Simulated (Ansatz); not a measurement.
## Nudged elastic band run: C₃H₆BFOSi

input.yaml

```yaml
crystal:
  periodic: [false, false, false]
  atoms:
    - { symbol: F, position_ang: [-3.115176, 0.160804, 0.72286] }
    - { symbol: B, position_ang: [-1.815205, 0.143374, 0.890945] }
    - { symbol: C, position_ang: [-0.802863, 0.246724, 2.106917] }
    - { symbol: O, position_ang: [0.269639, 0.111102, 1.118617] }
    - { symbol: C, position_ang: [-0.545532, 0.012227, -0.003371] }
    - { symbol: C, position_ang: [-0.090754, -0.135631, -1.254653] }
    - { symbol: Si, position_ang: [1.729817, -0.229302, -1.656873] }
    - { symbol: H, position_ang: [-0.763973, -0.574456, 2.831155] }
    - { symbol: H, position_ang: [-0.71557, 1.19988, 2.640052] }
    - { symbol: H, position_ang: [-0.841774, -0.199671, -2.0384] }
    - { symbol: H, position_ang: [1.891966, -0.398674, -3.128623] }
    - { symbol: H, position_ang: [2.377893, -1.383362, -0.972296] }
    - { symbol: H, position_ang: [2.44183, 1.012085, -1.241429] }
basis:
  gaussian: { orbitals: "6-31G*" }
hamiltonian:
  xc: pbe0
  dispersion: d4
neb:
  order_check: false
  images: 7
  f_tol: 0.05
  max_iterations: 60
  initial_path: idpp
  final_atoms:
    - { symbol: F, position_ang: [-3.10235558, 0.14791478, 0.68078392] }
    - { symbol: B, position_ang: [-1.80854298, 0.14263441, 0.89308686] }
    - { symbol: C, position_ang: [-0.83827299, 0.25414915, 2.14072044] }
    - { symbol: O, position_ang: [0.2680838, 0.12385142, 1.1905516] }
    - { symbol: C, position_ang: [-0.50787521, 0.01881162, 0.04254561] }
    - { symbol: C, position_ang: [-0.0479513, -0.13038496, -1.20776185] }
    - { symbol: Si, position_ang: [1.74486628, -0.23576568, -1.70259097] }
    - { symbol: H, position_ang: [-0.81918882, -0.56558039, 2.86745047] }
    - { symbol: H, position_ang: [-0.77530678, 1.20853627, 2.67510425] }
    - { symbol: H, position_ang: [-0.81533298, -0.1948815, -1.97749144] }
    - { symbol: H, position_ang: [2.64020692, -0.1188254, -0.5238443] }
    - { symbol: H, position_ang: [2.07255149, 0.84874725, -2.67409998] }
    - { symbol: H, position_ang: [2.00941615, -1.53410697, -2.38955361] }
```

Run as:

```bash
$ ansatz run input.yaml --threads 2 --pin off --max-ram 3072MiB --backend cpu --events-out ev --progress --plain --runs-dir out
```

Output, in part (warnings, iteration lines, the closing report on the highest movable image, with atoms numbered from 0):

```
NEB end point (image 0): max|allowed force component| = 3.563e-3 eV/Å (the criterion of neb.relax_end_points is 1.000e-2)
NEB end point (image 8): max|allowed force component| = 9.583e-3 eV/Å (the criterion of neb.relax_end_points is 1.000e-2)
NEB iter   1: max|band force component| = 9.010e-1 eV/Å  barrier→ = 0.2098 eV  barrier← = 0.1980 eV  Δτ_max = 0.2000 Å  (252 SCF iters)
NEB iter   2: max|band force component| = 2.131e-1 eV/Å  barrier→ = 0.0215 eV  barrier← = 0.0097 eV  CI = image 4  Δτ_max = 0.0667 Å  (212 SCF iters)
NEB iter   3: max|band force component| = 1.414e-1 eV/Å  barrier→ = 0.0135 eV  barrier← = 0.0017 eV  CI = image 3  Δτ_max = 0.0416 Å  (218 SCF iters)
NEB iter   4: max|band force component| = 9.944e-2 eV/Å  barrier→ = 0.0123 eV  barrier← = 0.0005 eV  CI = image 3  Δτ_max = 0.0241 Å  (200 SCF iters)
NEB iter   5: max|band force component| = 4.705e-2 eV/Å  barrier→ = 0.0116 eV  barrier← = -0.0002 eV  CI = image 3  Δτ_max = 0.0000 Å  (397 SCF iters)
Total energy: -16513.18222955 eV, -606.8482538989 hartree
Atom 0 at    -3.098604    -0.134922     0.694758 Å, force    -0.000089     0.002584     0.000491 eV/Å
Atom 1 at    -1.836204     0.196391     0.821387 Å, force    -0.001372    -0.009001     0.009346 eV/Å
Atom 2 at    -0.956251     1.047435     1.827114 Å, force     0.004518     0.008881     0.011147 eV/Å
Atom 3 at     0.191601     0.709589     0.983052 Å, force     0.000736    -0.022181    -0.021705 eV/Å
Atom 4 at    -0.502665    -0.059774     0.056138 Å, force    -0.020901     0.030296     0.021181 eV/Å
Atom 5 at     0.025559    -0.678382    -1.008552 Å, force    -0.008887    -0.022415    -0.035023 eV/Å
Atom 6 at     1.822674    -0.664631    -1.496293 Å, force     0.023208     0.006958     0.011323 eV/Å
Atom 7 at    -0.807462     0.671330     2.845719 Å, force    -0.005095    -0.000266    -0.008442 eV/Å
Atom 8 at    -1.099284     2.133160     1.864201 Å, force    -0.000863    -0.000292    -0.001099 eV/Å
Atom 9 at    -0.684214    -1.231558    -1.622742 Å, force     0.008567     0.011233     0.020972 eV/Å
Atom 10 at     2.005699     0.043204    -2.797128 Å, force    -0.003326     0.006771    -0.005406 eV/Å
Atom 11 at     2.299814    -2.064676    -1.689040 Å, force     0.005589    -0.010260    -0.001798 eV/Å
Atom 12 at     2.659636    -0.002066    -0.463713 Å, force    -0.002087    -0.002306    -0.000987 eV/Å
Dipole moment:    -0.305455     0.063511     0.184591 e Å
```

The run converged. The highest image is an end point: on this band no image between the ends rises above it. Between wells the path still climbs a hump at image 3, 0.01 eV above the well before it.

Final band (atoms are numbered from 1 in the order of the input):

```json
{"image": "0", "path coordinate (Å)": "0.00", "energy (eV)": "0.000", "dihedral C5–C6–Si7–H11 (°)": "180"}
{"image": "1", "path coordinate (Å)": "0.83", "energy (eV)": "0.004", "dihedral C5–C6–Si7–H11 (°)": "-159"}
{"image": "2", "path coordinate (Å)": "1.67", "energy (eV)": "0.010", "dihedral C5–C6–Si7–H11 (°)": "-137"}
{"image": "3", "path coordinate (Å)": "2.50", "energy (eV)": "0.012", "dihedral C5–C6–Si7–H11 (°)": "-115"}
{"image": "4", "path coordinate (Å)": "3.34", "energy (eV)": "0.007", "dihedral C5–C6–Si7–H11 (°)": "-92"}
{"image": "5", "path coordinate (Å)": "4.19", "energy (eV)": "0.002", "dihedral C5–C6–Si7–H11 (°)": "-69"}
{"image": "6", "path coordinate (Å)": "5.03", "energy (eV)": "0.002", "dihedral C5–C6–Si7–H11 (°)": "-46"}
{"image": "7", "path coordinate (Å)": "5.87", "energy (eV)": "0.008", "dihedral C5–C6–Si7–H11 (°)": "-23"}
{"image": "8", "path coordinate (Å)": "6.72", "energy (eV)": "0.012", "dihedral C5–C6–Si7–H11 (°)": "-1"}
```

The run took 3 min on 2 threads of Arm Neoverse V1, on a shared host, peak memory 0.3 GiB.
